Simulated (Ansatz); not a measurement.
`Sc1ccc(-c2ccc(-c3ccc(S)cc3)cc2)cc1`, 34 atoms. Hardware: 2 threads of AMD EPYC 7R13 on a shared host and a share (18 GiB) of an NVIDIA H100 80GB HBM3.

Correlated methods freeze 28 core orbitals. Single mean-field runs in def2-TZVP are fitted with def2-universal-jkfit.

Task: How many basis functions does each of these Ansatz runs have, and roughly what does it cost? ωB97X-V/def2-TZVP, charge -1 doublet at the geometry of the charge 0 singlet, energy, from earlier orbitals; ωB97X-V/def2-TZVP, charge 0 singlet, energy and forces, from earlier orbitals; PBE-D4/def2-TZVP, charge 0 singlet, energy and forces, from earlier orbitals; r2SCAN-D4/def2-TZVP, charge 0 singlet, energy, from earlier orbitals; PBE-D4/def2-SVP, charge 0 singlet, energy, from earlier orbitals; HF/6-31G, charge 0 singlet, energy; PBE0-D4/def2-SVP, charge 0 singlet, energy, from earlier orbitals; PBE0-D4/def2-TZVP, charge -1 doublet at the geometry of the charge 0 singlet, energy; RPA@PBE/def2-SVP, charge 0 singlet, energy, from earlier orbitals; PBE0-D4/def2-TZVP, charge 0 triplet at the geometry of the charge 0 singlet, energy; PBE-D4/def2-TZVP, charge -1 doublet at the geometry of the charge 0 singlet, energy, from earlier orbitals; PBE0-D4/def2-TZVP, charge 1 doublet at the geometry of the charge 0 singlet, energy.

Result: Other jobs shared the machine, so times can vary by a factor of up to 3. A dash marks memory too small to be measured apart from the calling script's.

```
                                                                                                        run  functions  fitting or Cholesky vectors  wall time  peak host memory (GiB)
                                       r2SCAN-D4/def2-TZVP, charge 0 singlet, energy, from earlier orbitals        716                         1858      7.5 s                       –
                                                                         HF/6-31G, charge 0 singlet, energy        216                         3014        9 s                       –
                               PBE-D4/def2-TZVP, charge 0 singlet, energy and forces, from earlier orbitals        716                         1858       13 s                       –
                                           PBE-D4/def2-SVP, charge 0 singlet, energy, from earlier orbitals        358                         4066       13 s                       –
                                          PBE0-D4/def2-SVP, charge 0 singlet, energy, from earlier orbitals        358                         4072       14 s                       –
                                          RPA@PBE/def2-SVP, charge 0 singlet, energy, from earlier orbitals        358                         3674       15 s                     1.8
                       PBE0-D4/def2-TZVP, charge -1 doublet at the geometry of the charge 0 singlet, energy        716                         1858       16 s                     1.3
 PBE-D4/def2-TZVP, charge -1 doublet at the geometry of the charge 0 singlet, energy, from earlier orbitals        716                         1858       16 s                       –
ωB97X-V/def2-TZVP, charge -1 doublet at the geometry of the charge 0 singlet, energy, from earlier orbitals        716                         1858       20 s                     1.5
                        PBE0-D4/def2-TZVP, charge 1 doublet at the geometry of the charge 0 singlet, energy        716                         1858       20 s                     1.3
                        PBE0-D4/def2-TZVP, charge 0 triplet at the geometry of the charge 0 singlet, energy        716                         1858       21 s                     1.4
                              ωB97X-V/def2-TZVP, charge 0 singlet, energy and forces, from earlier orbitals        716                         1858       25 s                     1.9
```
